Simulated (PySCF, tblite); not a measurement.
Potential energy curve for HF (cation, charge +1), doublet. Each curve is given relative to its own lowest point near equilibrium.

| R / Å | A | B | C | D |
|---|---|---|---|---|
| 0.76 | 1.827 | 2.079 | 1.998 | 2.065 |
| 0.81 | 0.956 | 1.141 | 1.090 | 1.137 |
| 0.85 | 0.511 | 0.665 | 0.614 | 0.648 |
| 0.90 | 0.179 | 0.300 | 0.246 | 0.267 |
| 0.95 | 0.028 | 0.105 | 0.059 | 0.070 |
| 0.98 | 0.000 | 0.043 | 0.011 | 0.016 |
| 1.01 | 0.008 | 0.010 | 0.000 | 0.000 |
| 1.03 | 0.029 | 0.000 | 0.009 | 0.006 |
| 1.08 | 0.126 | 0.008 | 0.079 | 0.069 |
| 1.12 | 0.236 | 0.037 | 0.171 | 0.156 |
| 1.17 | 0.401 | 0.091 | 0.317 | 0.296 |
| 1.24 | 0.659 | 0.186 | 0.558 | 0.530 |
| 1.37 | 1.159 | 0.401 | 1.053 | 1.012 |
| 1.51 | 1.655 | 0.656 | 1.581 | 1.524 |
| 1.66 | 2.103 | 0.921 | 2.094 | 2.017 |
| 1.83 | 2.501 | 1.185 | 2.582 | 2.496 |
| 2.00 | 2.793 | 1.397 | 2.958 | 2.894 |
| 2.22 | 3.050 | 1.599 | 3.289 | — |
| 2.46 | 3.222 | 1.740 | 3.501 | — |
| 2.72 | 3.327 | — | — | — |
| 3.01 | 3.389 | — | — | — |
| 3.55 | 3.438 | — | — | — |
| 4.04 | 3.454 | — | — | — |

Energies in eV.

### Question
Match the curves with the methods CASSCF(7,5)/cc-pVDZ (PySCF); GFN2-xTB, 300 K electronic temperature (tblite); PySCF with SC-NEVPT2 on CASSCF(7,5)/cc-pVDZ, all electrons correlated; UHF/cc-pVDZ (PySCF 2.14.0).

### Answer
A is UHF; B is GFN2-xTB; C is CASSCF(7,5); D is NEVPT2.

A dash means that the run gave no value there, or that the column was ended at a point which the program doubted or which failed a test of continuity chosen for this set; such a test can also cut sound points.
